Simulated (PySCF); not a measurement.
## Adding and removing an electron: RbCl

RHF-CCSD(T); PySCF, scalar-relativistic core potentials, basis sets Rb def2-SVP with ECP28, Cl def2-SVP. Neutral (RHF): singlet (closed shell), Re = 2.832 Å, ωe = 248 cm⁻¹, De = 3.59 eV.

RbCl⁺ (UHF): doublet (π ↑), Re = 3.422 Å, ωe = 93.1 cm⁻¹, De = 0.26 eV to Rb⁺ + Cl. The energies at the minima are -483.44123 hartree for RbCl and -483.16894 for RbCl⁺.

Task: Work out the adiabatic ionisation energy, without and with harmonic zero-point energies (1 hartree = 27.2114 eV, 1 eV = 8065.5 cm⁻¹), and the change of the bond length.

Result: At CCSD(T): 0.27229 hartree = 7.409 eV between the minima; the zero-point term (93.1 − 248.0)/2 cm⁻¹ = -0.010 eV makes it 7.400 eV. Re changes by +59.0 pm against the neutral. The electron leaves a π orbital, and the ion is left as a loose complex of an ion and an atom.

Correlated steps freeze 5 core orbitals. Weak bonds: RbCl⁺. Basis-set superposition, not corrected here, can be much of De in a small basis, most of all at correlated wavefunction levels. Spin–orbit coupling is left out. For an ion De counts to the pair picked by the measured ionisation energies or electron affinities, which need not be the lowest pair at this level. Where the molecule has an RHF reference, its open-shell atoms are computed with UHF. States were picked by a PBE0 search and need not be the measured ground states.

Neutral and ion stand on different kinds of reference determinant, which adds to the error of the difference.
